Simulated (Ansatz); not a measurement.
This geometry of a periodic cell of 63 atoms, Si62P (host Si, host structure diamond, dopant P, one Si atom removed), cell charge -1 is a first-order saddle point.

Theory: DFT PBE-D3(BJ), scalar-relativistic, plane waves, PAW (Ansatz). Settings: PAW set soft_1, cutoff 420 eV, k mesh 1x1x1, fermi-dirac smearing 0.05 eV, no spin polarisation.

```xyz
63
Lattice="10.8600 0.0000 0.0000 0.0000 10.8600 0.0000 0.0000 0.0000 10.8600" Properties=species:S:1:pos:R:3
Si 5.428 0.071 -0.048
Si 6.809 1.369 1.347
Si 8.227 2.755 0.074
Si 9.584 4.103 1.453
Si 8.155 -0.004 2.705
Si 9.527 1.354 4.062
Si -0.017 0.023 -0.031
Si 1.330 1.416 1.309
Si 2.744 2.767 -0.053
Si 4.084 4.088 1.359
Si 5.450 5.394 -0.046
Si 6.750 6.809 1.312
Si 8.143 8.171 -0.025
Si 9.511 9.505 1.349
Si 2.650 0.010 2.636
Si 4.080 1.269 3.994
Si 5.437 2.706 2.706
Si 6.783 4.074 4.074
Si 8.127 5.489 2.698
Si 9.530 6.760 4.092
Si 5.433 -0.075 5.339
Si 6.517 1.523 6.641
Si 8.144 2.717 5.402
Si 9.491 4.064 6.791
Si 7.948 0.211 8.104
Si 9.471 1.394 9.481
Si 0.029 5.433 -0.015
Si 1.369 6.765 1.381
Si 2.762 8.102 0.018
Si 4.075 9.521 1.346
Si 0.121 2.766 2.834
Si 1.566 4.036 4.281
Si 2.733 5.413 2.761
Si 4.084 6.742 4.142
Si 5.438 8.137 2.732
Si 6.864 9.428 4.079
Si -0.014 -0.007 5.423
Si 1.368 1.333 6.787
Si 2.995 2.571 5.593
P 4.757 3.060 7.133
Si 5.415 5.329 5.526
Si 6.768 6.739 6.835
Si 8.183 8.100 5.484
Si 9.392 9.624 6.835
Si 2.730 0.004 8.143
Si 4.096 1.455 9.399
Si 6.798 3.962 9.552
Si 8.113 5.367 8.190
Si 9.484 6.776 9.502
Si 0.002 8.140 2.714
Si 1.358 9.497 4.065
Si 0.042 5.412 5.463
Si 1.284 6.865 6.826
Si 2.702 8.138 5.438
Si 4.075 9.496 6.775
Si 0.021 2.723 8.133
Si 1.401 4.123 9.434
Si 2.720 5.480 8.023
Si 4.060 6.744 9.462
Si 5.429 8.150 8.158
Si 6.780 9.552 9.482
Si -0.071 8.246 8.173
Si 1.386 9.490 9.560
```

(1) Which two structures does it join? (They come from a converged band through this point; their orientation in space is the band's.)

(2) How far does it lie above each of them?

Results:

(1) Contacts lost: Si39–P40, P40–Si41, P40–Si58. Contacts made: Si22–P40, P40–Si46, P40–Si47. The atom that moves furthest is P40, by 2.24 Å; four of its nearest neighbours are Si39 2.30, Si58 2.30, Si41 2.30, Si46 3.71 Å at the first end and Si22 2.30, Si46 2.30, Si47 2.30, Si41 3.72 Å at the last.

Image 0:

```xyz
63
Lattice="10.8600 0.0000 0.0000 0.0000 10.8600 0.0000 0.0000 0.0000 10.8600" Properties=species:S:1:pos:R:3
Si 5.459 -0.001 -0.006
Si 6.811 1.342 1.371
Si 8.155 2.695 -0.006
Si 9.519 4.061 1.358
Si 8.163 -0.008 2.732
Si 9.494 1.367 4.100
Si 0.031 -0.008 0.000
Si 1.402 1.366 1.328
Si 2.790 2.715 -0.073
Si 4.085 4.069 1.342
Si 5.438 5.370 -0.069
Si 6.790 6.753 1.330
Si 8.164 8.121 0.000
Si 9.524 9.491 1.362
Si 2.741 0.023 2.715
Si 4.090 1.401 4.095
Si 5.440 2.715 2.699
Si 6.754 4.065 4.096
Si 8.132 5.413 2.715
Si 9.490 6.795 4.057
Si 5.438 0.061 5.482
Si 6.735 1.414 6.949
Si 8.091 2.715 5.484
Si 9.501 4.068 6.785
Si 8.154 0.000 8.158
Si 9.531 1.344 9.509
Si 0.017 5.411 -0.031
Si 1.359 6.795 1.326
Si 2.742 8.138 -0.030
Si 4.093 9.494 1.359
Si 0.015 2.708 2.711
Si 1.353 4.099 4.051
Si 2.713 5.442 2.680
Si 4.057 6.802 4.050
Si 5.448 8.140 2.711
Si 6.789 9.521 4.099
Si 0.017 0.023 5.442
Si 1.399 1.401 6.788
Si 2.738 2.812 5.435
P 4.110 4.045 6.808
Si 5.344 5.418 5.435
Si 6.754 6.757 6.787
Si 8.133 8.138 5.440
Si 9.519 9.496 6.793
Si 2.789 0.066 8.138
Si 4.264 1.423 9.430
Si 6.732 3.901 9.437
Si 8.090 5.368 8.138
Si 9.494 6.753 9.485
Si 0.013 8.143 2.710
Si 1.360 9.526 4.058
Si -0.019 5.440 5.412
Si 1.353 6.801 6.753
Si 2.714 8.172 5.411
Si 4.085 9.511 6.784
Si 0.002 2.715 8.138
Si 1.399 4.064 9.452
Si 2.737 5.418 8.042
Si 4.090 6.757 9.452
Si 5.440 8.153 8.138
Si 6.811 9.481 9.510
Si 0.015 8.142 8.144
Si 1.402 9.524 9.486
```

Image 6:

```xyz
63
Lattice="10.8600 0.0000 0.0000 0.0000 10.8600 0.0000 0.0000 0.0000 10.8600" Properties=species:S:1:pos:R:3
Si 5.457 -0.014 0.014
Si 6.800 1.345 1.386
Si 8.159 2.688 0.014
Si 9.497 4.081 1.352
Si 8.153 -0.008 2.739
Si 9.498 1.375 4.094
Si 0.024 -0.008 0.008
Si 1.379 1.375 1.353
Si 2.758 2.720 -0.029
Si 4.073 4.072 1.366
Si 5.425 5.387 -0.029
Si 6.770 6.766 1.353
Si 8.153 8.121 0.008
Si 9.501 9.504 1.356
Si 2.724 0.034 2.735
Si 4.075 1.416 4.134
Si 5.427 2.718 2.724
Si 6.729 4.070 4.134
Si 8.111 5.421 2.735
Si 9.481 6.794 4.066
Si 5.425 0.029 5.473
Si 6.774 1.371 6.885
Si 8.116 2.720 5.473
Si 9.511 4.072 6.788
Si 8.159 -0.014 8.172
Si 9.531 1.345 9.515
Si 0.020 5.421 -0.034
Si 1.351 6.794 1.336
Si 2.724 8.125 -0.034
Si 4.064 9.508 1.352
Si -0.010 2.729 2.705
Si 1.357 4.090 4.072
Si 2.702 5.443 2.696
Si 4.055 6.788 4.072
Si 5.416 8.155 2.705
Si 6.770 9.507 4.094
Si 0.020 0.034 5.439
Si 1.419 1.416 6.790
Si 2.771 2.879 5.486
P 5.396 2.749 8.111
Si 5.266 5.374 5.486
Si 6.729 6.726 6.790
Si 8.111 8.125 5.439
Si 9.497 9.508 6.779
Si 2.758 0.029 8.140
Si 4.170 1.371 9.489
Si 6.774 3.975 9.489
Si 8.116 5.387 8.140
Si 9.498 6.766 9.485
Si -0.011 8.156 2.704
Si 1.351 9.524 4.066
Si -0.019 5.443 5.417
Si 1.357 6.788 6.770
Si 2.702 8.164 5.417
Si 4.073 9.494 6.788
Si 0.009 2.718 8.142
Si 1.419 4.070 9.444
Si 2.771 5.374 7.981
Si 4.075 6.726 9.444
Si 5.427 8.136 8.142
Si 6.800 9.474 9.515
Si -0.010 8.155 8.131
Si 1.379 9.507 9.485
```

(2) 0.97 eV above the first and 0.97 eV above the second. This is the barrier of this one path; another mechanism may lie lower. Limits of this set-up: coarse k mesh, no spin, though dangling bonds at a vacancy may carry it, charged cell in a uniform background, uncorrected.

The run took 8.7 min on 4 threads of Arm Neoverse V2, with other jobs on the host, peak memory 3.7 GiB.
